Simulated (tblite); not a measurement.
Compound: BH₃N₂O.
Atom-mapped SMILES: `[NH2:1][BH:2][N:3]=[O:4]` (hydrogens: H5, H6 on N1; H7 on B2)

Computed with GFN2-xTB (tblite), gas phase: L-BFGS steps from a force-field or distance-geometry start until the largest atomic force falls under 0.01 eV/Å.

Step 5: E = -342.1190 eV
```
atom  x, y, z in Å  |  force x, y, z in eV/Å
N1     -1.0725   -0.2027   -0.2599   -1.300  -0.149  -0.476
B2      0.1701    0.5289   -0.2119   -1.282   0.464  -0.126
N3      1.2502   -0.0642    0.1578    2.910  -0.957   2.045
O4      2.1780   -0.4758    0.8306   -0.789   0.055  -1.163
H5     -1.5344   -0.4195    0.5967   -0.057   0.133   0.661
H6     -1.1508   -1.0208   -0.8170    0.302  -0.620  -0.544
H7      0.1627    1.6592   -0.3234    0.214   1.074  -0.396
```

Step 6: E = -342.2281 eV
```
atom  x, y, z in Å  |  force x, y, z in eV/Å
N1     -1.0915   -0.2017   -0.2722   -0.984  -0.124  -0.306
B2      0.1570    0.5422   -0.2162    0.058  -0.654   0.460
N3      1.2507   -0.0678    0.1879    1.031   0.079   1.017
O4      2.1958   -0.4864    0.8193   -0.620  -0.026  -0.826
H5     -1.5315   -0.4185    0.6038    0.021   0.132   0.357
H6     -1.1452   -1.0348   -0.8208    0.291  -0.396  -0.342
H7      0.1680    1.6720   -0.3289    0.203   0.988  -0.359
```

Question: Estimate the geometry and energy of step 7. (The exact step hangs on the optimiser's Hessian estimate; all steps are aligned on step 6, rigid shifts and turns removed.)

Answer: E = -342.3304 eV, largest force 0.900 eV/Å
```
atom  x, y, z in Å  |  force x, y, z in eV/Å
N1     -1.1310   -0.2003   -0.2954   -0.269  -0.098  -0.080
B2      0.1511    0.5430   -0.2116    0.173  -0.507   0.536
N3      1.2377   -0.0607    0.2458    0.323   0.374   0.391
O4      2.2214   -0.5053    0.7888   -0.670   0.057  -0.598
H5     -1.5242   -0.4150    0.6145    0.070   0.094  -0.084
H6     -1.1316   -1.0609   -0.8272    0.218   0.020   0.017
H7      0.1799    1.7041   -0.3420    0.155   0.059  -0.181
```

The energy changes by -0.1023 eV. The first-order estimate −F·Δx gives -0.1625 eV and the mean of the old and new forces, exact on a quadratic surface, -0.1027 eV. The step makes an angle of 51° with the force vector and moves no atom by more than 0.060 Å.

The cost below is that of the whole relaxation. Hardware: one thread of an Arm Neoverse N1, shared host with 64 logical CPUs at a one-minute load of 55. Cost: 0.29 s wall.
